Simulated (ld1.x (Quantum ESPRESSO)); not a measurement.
**tin (Sn): excitation energies, all-electron against RRKJ**

```json
{
 "Element": "Sn",
 "Generator": "ld1.x (Quantum ESPRESSO) 7.5",
 "Type": "norm-conserving RRKJ (Kleinman–Bylander form)",
 "Functional": "PBEsol",
 "Relativity": "non-relativistic",
 "Frozen core": "[Kr]",
 "Valence charge": "14",
 "Reference configuration": "4d10 5s2 5p1.5 (charge +0.5)",
 "Partial waves": "5s (bound): rc 2.25 bohr; 5p (bound): rc 2.00 bohr; 4d (bound): rc 1.35 bohr",
 "Local potential": "all-electron potential smoothed inside 1.20 bohr (lloc = -1)",
 "Core correction": "none",
 "rho0": "0.02"
}
```

Energies are relative to the spin-unpolarised reference configuration 4d10 5s2 5p1.5; without spin polarisation the order of configurations can differ from experiment.

```csv
valence configuration,charge,ΔE all-electron (eV),error AE − PS (meV)
4d10 5s2 5p2,0,-2.661,0.0
4d10 5s2 5p1,+1,4.298,+0.1
4d10 5s2 5p0,+2,18.276,+1.1
4d9 5s2 5p3,0,23.208,-224
4d10 5s0 5p0,+4,87.518,+91
4d10 5s0 5p4,0,9.829,+2.2
4d10 5s1 5p0,+3,48.067,+21
```

Levels in the configuration 4d10 5s2 5p0:

```json
{"level": "4d", "all-electron (eV)": "-44.508", "pseudo (eV)": "-44.400"}
{"level": "5s", "all-electron (eV)": "-25.110", "pseudo (eV)": "-25.102"}
```

ld1.x printed “convergence not achieved” for 5 of the counted tests; their residual had stalled under 1e-8, short of the target of 1e-14.

Note: ghost states, extra bound levels that the all-electron valence spectrum of the same l lacks: s at -183.4 eV, p at -62.3 eV. A true bound ghost makes a file unfit for plane-wave use.
